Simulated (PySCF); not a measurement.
Species: C8H12N2.
Geometry (GFN2-xTB, Å), atoms numbered from 1 in this order:
```
atom  x, y, z in Å
C1     2.714    1.229    0.061
C2     1.382    1.200    0.128
C3     0.485    2.344   -0.043
C4    -0.779    1.906    0.068
C5    -0.770    0.468    0.323
C6    -2.004   -0.365    0.462
N7    -2.193   -1.178   -0.742
C8     0.513    0.037    0.370
C9     0.968   -1.379    0.538
N10    0.703   -2.214   -0.631
H11    3.244    2.147   -0.133
H12    3.316    0.346    0.193
H13    0.824    3.346   -0.224
H14   -1.679    2.491   -0.005
H15   -2.865    0.289    0.676
H16   -1.886   -1.061    1.300
H17   -2.312   -0.575   -1.551
H18   -3.029   -1.747   -0.653
H19    2.040   -1.418    0.746
H20    0.442   -1.836    1.382
H21   -0.297   -2.187   -0.826
H22    1.175   -1.823   -1.441
```

NICS = −σ at a ghost point: NICS(0) at the centroid of the ring atoms, NICS(1) 1 Å to either side along the normal of their mean plane, zz for the tensor component along that normal. Level: GIAO PBE0/pcSseg-1 (PySCF, non-relativistic, gas phase) on the GFN2-xTB geometry, one conformer.

Ring bond lengths (Å), with Mayer bond orders in brackets: C2–C3 1.464 (1.09), C3–C4 1.342 (1.72), C4–C5 1.460 (1.13), C5–C8 1.355 (1.65), C8–C2 1.472 (1.04).

Question: What do the NICS probes read (ppm)?

Answer: 
```csv
ring,type,NICS(0),"NICS(1), two faces","NICS(1)zz, two faces",rms pucker (Å),"centre to ring atoms, mean (Å)"
C2–C3–C4–C5–C8,"5-membered carbocycle; formal bonds 2 double, 3 single",1.2,-3.2 / -3.1,-1.7 / -1.1,0.00,1.21
```

Question: What do they say, and how far can they be read as aromaticity?

Answer: 
- C2–C3–C4–C5–C8: mean NICS(1)zz -1.4 ppm, near zero. That is too small in size for a clear verdict by the NICS criterion.

Question: How equal are the bonds by HOMA? Use HOMA with the parameters of Krygowski (1993).

Answer: 
- C2–C3–C4–C5–C8: HOMA -0.09 = 1 − EN − GEO, with mean bond length 1.418 Å, EN = α(Ropt − mean)² = 0.236 and GEO = α × variance = 0.849. The geometric and the magnetic index point the same way.

Question: Give the inner angles of the rings and the Hirshfeld charges of the ring atoms.

Answer: 
- C2–C3–C4–C5–C8: C2 106.0° (-0.004 e), C3 108.2° (-0.079 e), C4 109.3° (-0.062 e), C5 109.0° (-0.013 e), C8 107.6° (-0.015 e); sum 540.0° against 540° for a flat convex ring.
